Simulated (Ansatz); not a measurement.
Ligand exchange: C2H3F + InH2I → C2H3I + InH2F

Species: C2H3F `C=CF`, singlet; InH2I `[InH2][I]`, singlet; C2H3I (vinyl iodide) `C=CI`, singlet; InH2F `[F][InH2]`, singlet. The partners trade F for I: C–F and In–I bonds give way to C–I and In–F.

Shapes, held fixed at every level: PBE0-D4/def2-TZVP. Programs: Ansatz 0.2.0. The zero-point and thermal change to 298 K, harmonic and unscaled (PBE0-D4/def2-TZVP), is -3.6 kJ/mol.

```tsv
level	kind	ΔH(298 K) (kJ/mol)	less CCSD(T)/def2-TZVPP	CPU time (sum over the molecules)
HF/def2-TZVPP	Hartree–Fock	+81.6	+33.8	–
r2SCAN-D4/def2-TZVPP	meta-GGA	+54.5	+6.7	22 s
B3LYP-D4/def2-TZVPP	global hybrid	+51.1	+3.3	15 s
PBE0-D4/def2-TZVPP	global hybrid	+61.1	+13.3	12 s
wB97M-V/def2-TZVPP	range-separated hybrid	+55.9	+8.1	44 s
CCSD(T)/def2-SVP	coupled cluster or CI	+71.7	+23.9	11 s
CCSD/def2-TZVPP	coupled cluster or CI	+52.6	+4.8	–
CCSD(T)/def2-TZVPP	coupled cluster or CI	+47.8	0.0	2.3 min
```

The highest level, CCSD(T)/def2-TZVPP, gives ΔH(298 K) = +47.8 kJ/mol; the levels span +47.8 to +81.6. The column of differences is taken from that level and isn't an error. No measured value is set beside it here. For atoms past krypton def2 sets carry core potentials with scalar relativity. Correlated rows may include outer-core shells of I, In, which these sets cover unevenly. Times are processor times on shared x86 and Arm servers, and rough.
